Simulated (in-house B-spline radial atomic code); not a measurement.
Response of the nitrogen ion N³⁺ as one setting changes: the share of exact exchange in a PBE hybrid. A dash marks a strongly mixed or unbound state. Computed with an all-electron radial atomic-structure program (B-spline basis): linear response of the closed shell [He] 2s2 with the functional's adiabatic kernel; non-relativistic, point nucleus, no spin-orbit coupling, no double excitations, S, P, D and F terms only.

| share of exact exchange in a PBE hybrid | lowest 1P (eV) | lowest 3P, Tamm-Dancoff (eV) | minus highest occupied level (eV) | α (bohr³) |
| --- | --- | --- | --- | --- |
| 0 | 2s → 2p 15.199 | 2s → 2p 7.387 | 68.08 | 2.095 |
| 0.1 | ? | ? | ? | ? |
| 0.2 | 2s → 2p 15.118 | 2s → 2p 7.278 | 69.73 | 2.119 |
| 0.3 | 2s → 2p 15.077 | 2s → 2p 7.223 | 70.55 | 2.132 |
| 0.4 | ? | ? | ? | ? |
| 0.5 | 2s → 2p 14.996 | 2s → 2p 7.116 | 72.20 | 2.156 |
| 0.6 | 2s → 2p 14.956 | 2s → 2p 7.062 | 73.02 | 2.169 |
| 0.7 | 2s → 2p 14.916 | 2s → 2p 7.009 | 73.84 | 2.182 |
| 0.8 | 2s → 2p 14.875 | 2s → 2p 6.956 | 74.66 | 2.195 |
| 0.9 | 2s → 2p 14.835 | 2s → 2p 6.903 | 75.49 | 2.208 |
| 1 | 2s → 2p 14.795 | 2s → 2p 6.850 | 76.31 | 2.222 |

Q: What belongs in the row for 0.1?

A: lowest 1P (eV): 2s → 2p 15.159; lowest 3P, Tamm-Dancoff (eV): 2s → 2p 7.332; minus highest occupied level (eV): 68.91; α (bohr³): 2.107.

Q: What belongs in the row for 0.4?

A: lowest 1P (eV): 2s → 2p 15.037; lowest 3P, Tamm-Dancoff (eV): 2s → 2p 7.169; minus highest occupied level (eV): 71.38; α (bohr³): 2.144.
